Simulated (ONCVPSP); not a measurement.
Potentials for In (Z = 49) compared

Generated with ld1.x 7.5 (TM, RRKJ, ultrasoft, PAW), atompaw 4.2 or ONCVPSP 4.0.1. The cutoff is in Ry: for ld1.x and atompaw files where the sum of valence levels is converged to 10 mRy in a Bessel basis, for ONCV files where the hardest occupied wave has 1 mHa per electron of residual kinetic energy. The error is the largest all-electron minus pseudo excitation energy over each file’s own four to seven test configurations (ionisations up to +4, promotions, holes and added fractions of an electron), all of which were solved. The labels leave out finer settings (local radius, basis sizes, second energies), which also bear on the numbers. Spin-polarised tests are not counted. The rows are a selection from randomly drawn settings: files with unsolved tests, undetermined cutoffs or missed reference levels are left out.

A true bound ghost makes a file unfit for plane-wave use even where its test errors are small: the radial tests pick states by their node count and pass the ghost by.

| potential | cutoff (Ry) | largest error (meV) | bound ghosts |
| --- | --- | --- | --- |
| ONCV, LDA (Perdew-Wang 92), scalar-relativistic, rc 2.05/2.85 (sp), local s, core correction yes, reference 5s2 5p1, qcut 3.1/3.3, projectors 0/2 | 12 | -246 | none |
| ONCV, LDA (Perdew-Wang 92), scalar-relativistic, rc 1.65/1.65/1.25 (spd), local smoothed, core correction yes, reference 4s2 4p6 4d10 5s2 5p0.5, qcut 6.1/10.1/11.7, projectors 2/2/3 | 86 | -24 | none |
| ONCV, PW91, scalar-relativistic, rc 1.75/2.95/1.75 (spd), local smoothed, core correction no, reference 4d10 5s1.5 5p1.5, qcut 4/3.3/7.9, projectors 1/1/2 | 55 | -6.2 | s, p |
| ONCV, LDA (Perdew-Wang 92), scalar-relativistic, rc 2.10/3.05/3.30 (spd), local s, core correction yes, reference 5s2 5p1, qcut 2.6/3/2.7, projectors 0/2/2 | 35 | -11 | p |

(1) Fill in the row for In: ONCV, revPBE, non-relativistic, rc 1.70/3.00/1.35 (spd), local d, core correction yes, reference 4d10 5s1.75 5p1.25, qcut 3.9/2.3/9.2, projectors 2/2/0.

(2) Fill in the row for In: ONCV, PBE, scalar-relativistic, rc 2.05/1.45/1.65 (spd), local smoothed, core correction no, reference 4p6 4d10 5s2, qcut 3.2/8.2/8.2, projectors 3/3/3.

Results:

(1) cutoff 72 Ry, largest error -94 meV, bound ghosts: s.

(2) cutoff 57 Ry, largest error -30 meV, bound ghosts: s.
